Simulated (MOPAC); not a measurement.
Job for MOPAC: PM3 on LiB, 2S+1 = 3, a spin state set in the input, which need not be the lowest, a point of a bond scan (R = 1.982 Å).

```
PM3 1SCF PRECISE CHARGE=0 UHF MS=1 THREADS=1
BLi

Li     0.00000000 1     0.00000000 1     0.00000000 1
B      0.00000000 1     0.00000000 1     1.98215300 1
```

It printed:

```
*******************************************************************************
 **                                                                           **
 **                              MOPAC v23.2.5                                **
 **                                                                           **
 *******************************************************************************
 ** MOPAC's Digital Object Identifier: https://doi.org/10.5281/zenodo.6511958 **
 **                                                                           **
 ** Please cite the open-source release paper for use of this MOPAC version:  **
 ** J. E. Moussa and J. J. P. Stewart (2026)                                  **
 ** MOPAC: An open-source semiempirical molecular orbital program             **
 ** J. Open Source Softw., 11(119), 8025, https://doi.org/10.21105/joss.08025 **
 *******************************************************************************

                              PM3 CALCULATION RESULTS

 *******************************************************************************
 *  PM3        - The PM3 Hamiltonian to be used
 *  UHF        - UNRESTRICTED HARTREE-FOCK CALCULATION
 *
 *
 *
 *                 CHARGE ON SYSTEM = 0
 *
 *
 *
 *  MS=        - IN MECI, MAGNETIC COMPONENT OF SPIN =  1.0
 *  PRECISE    - TIGHTER CRITERIA TO BE USED
 *  1SCF       - DO 1 SCF AND THEN STOP
 *  THREADS=1  - MULTI-THREADING NOT USED
 *  T=         - A TIME OF 172800.0 SECONDS REQUESTED
 *  DUMP=N     - RESTART FILE WRITTEN EVERY 7200.0 SECONDS REQUESTED
 *******************************************************************************
PM3 1SCF PRECISE CHARGE=0 UHF MS=1 THREADS=1
 BLi

   ATOM   CHEMICAL          X               Y               Z
  NUMBER   SYMBOL      (ANGSTROMS)     (ANGSTROMS)     (ANGSTROMS)

     1      Li          0.00000000  *   0.00000000  *   0.00000000  *
     2       B          0.00000000  *   0.00000000  *   1.98215300  *



          CARTESIAN COORDINATES

    NO.       ATOM           X           Y           Z

     1        Li          0.0000      0.0000      0.0000
     2         B          0.0000      0.0000      1.9822

 Li: (PM3): E. ANDERS, R. KOCH, P. FREUNSCHT, J. COMP. CHEM 14 1301-1312  1993
  B: (PM3): J. J. P. STEWART, J. MOL. MOD., 10, 155-164 (2004)

           Empirical Formula: Li B  =     2 atoms



      MOLECULAR POINT GROUP   :   C*v


          UHF CALCULATION, NO. OF ALPHA ELECTRONS =    3
                           NO. OF BETA  ELECTRONS =    1

 -------------------------------------------------------------------------------
 PM3 1SCF PRECISE CHARGE=0 UHF MS=1 THREADS=1
 BLi



     1SCF WAS SPECIFIED, SO BFGS WAS NOT USED
     SCF FIELD WAS ACHIEVED


                              PM3 CALCULATION
                                                       MOPAC v23.2.5 Linux




          FINAL HEAT OF FORMATION =        148.85876 KCAL/MOL =     622.82505 KJ/MOL


          COSMO AREA              =         80.43 SQUARE ANGSTROMS
          COSMO VOLUME            =         63.85 CUBIC ANGSTROMS

          IONIZATION POTENTIAL    =          5.770124 EV
          ALPHA SOMO LUMO (EV)    =         -5.770 -0.952
          BETA  SOMO LUMO (EV)    =        -18.590 -1.181
          NO. OF ALPHA ELECTRONS  =          3
          NO. OF BETA  ELECTRONS  =          1
          MOLECULAR WEIGHT        =         17.7500         POINT GROUP:  C*v

          MOLECULAR DIMENSIONS (Angstroms)

            Atom       Atom       Distance
            B     2   Li     1     1.98215
            B     2   Li     1     0.00000
           Li     1    B     2     0.00000


          SCF CALCULATIONS        =          1





   ATOM   CHEMICAL          X               Y               Z
  NUMBER   SYMBOL      (ANGSTROMS)     (ANGSTROMS)     (ANGSTROMS)

     1      Li          0.00000000  *   0.00000000  *   0.00000000  *
     2       B          0.00000000  *   0.00000000  *   1.98215300  *

                             CARTESIAN COORDINATES

   1   Li        0.000000000     0.000000000     0.000000000
   2    B        0.000000000     0.000000000     1.982153000


           Empirical Formula: Li B  =     2 atoms



      MOLECULAR POINT GROUP   :   C*v


          ALPHA EIGENVALUES
 -19.59095  -8.57188  -5.77012  -0.95155  -0.64804  -0.22145   2.12382   2.23075


           BETA EIGENVALUES
 -18.59040  -1.18077  -0.75515  -0.56765   0.27873   2.80315   2.85858   3.79674


              NET ATOMIC CHARGES AND DIPOLE CONTRIBUTIONS

  ATOM NO.   TYPE          CHARGE      No. of ELECS.   s-Pop       p-Pop
    1         Li          -0.121194        1.1212     0.92183     0.19937
    2          B           0.121194        2.8788     1.82894     1.04987
 DIPOLE           X         Y         Z       TOTAL
 POINT-CHG.     0.000     0.000     1.154     1.154
 HYBRID         0.000    -0.000    -0.341     0.341
 SUM            0.000    -0.000     0.812     0.812


          ATOMIC ORBITAL ELECTRON POPULATIONS

     Atom    s        px        py        pz
    1 Li   0.92183   0.07182   0.00000   0.12754
    2  B   1.82894   0.92818   0.00000   0.12169


                    (SZ)    =    1.000000
                    (S**2)  =    2.005704


          ATOMIC ORBITAL SPIN POPULATIONS

    Atom   Total    s     px     py     pz
         Atomic
    1 Li  0.9188  0.852  0.072  0.000 -0.005
    2  B  1.0812  0.037  0.928  0.000  0.116

 **********************
 *                    *
 * JOB ENDED NORMALLY *
 *                    *
 **********************




 == MOPAC DONE ==
```

The run finished.

Cost: very roughly 0.020 core-seconds.
